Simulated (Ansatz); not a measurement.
Reaction (ligand exchange at the Al–O bond): `C[O][Al]([F])[F]` + HCl → `[F][Al]([F])[Cl]` + CH₃OH

Calculated with Ansatz (gas phase, PBE0-D4/def2-TZVP geometries, no zero-point term in ΔE). CBS: MP2 limit from def2 TZ/QZ plus the TZ coupled-cluster correction, frozen cores. This one scheme is used for every species. Functionals use def2-TZVPP. One conformer a species, not always the lowest.

`C[O][Al]([F])[F]`:

Z-matrix (Å, degrees):
```
C
O 1 1.401
H 1 1.094 2 109.7
H 1 1.095 2 112.5 3 -120.7
H 1 1.094 2 109.7 3 118.7
Al 2 1.661 1 136.9 3 120.7
F 6 1.639 2 122.1 1 -0.0
F 6 1.634 2 119.6 1 180.0
```

HCl:

Z-matrix (Å, degrees):
```
Cl
H 1 1.279
```

`[F][Al]([F])[Cl]`:

```xyz
4

F    -0.206    0.998    1.341
Al   -0.025   -0.034    0.092
F    -0.247   -1.630    0.347
Cl    0.478    0.666   -1.780
```

CH₃OH:

Z-matrix (Å, degrees):
```
C
O 1 1.409
H 1 1.097 2 112.4
H 1 1.090 2 107.0 3 -118.5
H 1 1.097 2 112.4 3 123.0
H 2 0.959 1 108.5 3 -61.6
```

```
      level  ΔE (kJ/mol)
    LC-ωPBE        -25.5
HF/def2-SVP        -27.5
```

**Question.** What does CCSD(T)/CBS give? (Best estimate.)

**Answer.** The calculation gave: -25.1 kJ/mol. The listed levels differ from it by -0.4, -2.4 kJ/mol.

**Question.** What do rigid-rotor, harmonic-oscillator terms from PBE0-D4/def2-TZVP frequencies (298.15 K, 1 bar) make of the CCSD(T)/CBS value? (Estimate.)

**Answer.** The calculation gave: ΔZPE = +10.1 kJ/mol, ΔH = -17.8 kJ/mol, ΔS = 4 J/(mol·K), ΔG = -19.0 kJ/mol.

Largest T1 diagnostic among the species: 0.012.

Leaving LDA and LC-ωPBE aside and taking each functional with its dispersion term where it has one, the values, not all of them listed here, spread over 10.9 kJ/mol, from HSE06-D4 to CAM-B3LYP-D4. LDA lies +6.7 kJ/mol from PBE without D4. In def2-TZVPP, CCSD(T) changes the Hartree–Fock value by +5.9 kJ/mol (the triples alone add −0.3 kJ/mol) and MP2 by +5.0 kJ/mol. At CCSD(T), def2-SVP lies +4.1 kJ/mol from the extrapolated value and def2-TZVPP +4.1 kJ/mol.
